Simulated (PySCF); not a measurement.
Molecule: `C=C([O-])C(=O)N(C)C`, [C5H8NO2]-.

Bonds (- single, = double, # triple, : aromatic): C1=C2, C2-O3, C2-C4, C4=O5, C4-N6, N6-C7, N6-C8. C1 carries H9, H10; C7 carries H11, H12, H13; C8 carries H14, H15, H16. Formal charges: O3 -1.

Total charge -1. H9 is cis to O3; H10 is trans to O3.

Frames of a GFN2-xTB Langevin trajectory at 300 K; GIAO PBE0/pcSseg-1 shieldings in PySCF, gas phase, non-relativistic; equivalent atoms averaged within each frame.

Shifts are taken against calculated references (same method and geometry level): ¹³C (σ = 186.93 ppm) and ¹H (σ = 31.72 ppm) vs TMS; H2O for ¹⁷O (σ = 336.08 ppm); NH3 for ¹⁵N (σ = 267.73 ppm). The references are static minima.

Problem. How do the shifts (ppm) fluctuate along the trajectory?

Solution. 
| time (fs) | C2 | C4 | C1 | C7 | C8 | O5 | O3 | N6 | H14/H15/H16 | H11/H12/H13 |
| --- | --- | --- | --- | --- | --- | --- | --- | --- | --- | --- |
| 250 | 183.4 | 181.2 | 67.8 | 40.7 | 38.9 | 413.9 | 313.6 | 107.5 | 4.12 | 3.30 |
| 425 | 171.3 | 179.6 | 77.6 | 33.6 | 39.3 | 393.4 | 277.7 | 112.9 | 4.26 | 3.27 |
| 625 | 172.0 | 167.9 | 74.8 | 43.0 | 39.5 | 355.6 | 284.5 | 107.4 | 4.77 | 3.03 |
| 800 | 176.3 | 169.4 | 67.5 | 31.2 | 45.1 | 381.5 | 307.5 | 110.5 | 4.82 | 3.29 |
| 1000 | 171.0 | 170.0 | 75.4 | 38.0 | 35.3 | 377.8 | 292.4 | 97.1 | 3.90 | 3.04 |
| mean of frames | 174.8 | 173.6 | 72.6 | 37.3 | 39.6 | 384.5 | 295.1 | 107.1 | 4.37 | 3.19 |
| standard deviation | 5.3 | 6.3 | 4.7 | 4.9 | 3.5 | 21.4 | 15.2 | 6.0 | 0.41 | 0.14 |

5 frames give an uncertainty of the mean of about the standard deviation over 2.2 at best, since frames this close in time may not be independent; classical motion lacks zero-point vibration, and the reference would need the same averaging.
